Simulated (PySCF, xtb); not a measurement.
H₂INZn, SMILES [I][Zn][NH2].

GFN2-xTB (xtb) at its own geometry gives an orbital gap of 3.71 eV and a dipole moment of 6.40 D.

Geometry optimised at B3LYP-D3(BJ)/def2-SVP. The def2 effective core potentials stand for the cores of I; spin–orbit coupling is left out. The values are those of a single conformer.

Task: What does CAM-B3LYP/def2-TZVPD (PySCF) give? (Estimate from the structure and the level; the computed values follow.)

Result: gap 8.20 eV (levels -8.67 and -0.47 eV), dipole 1.88 D.
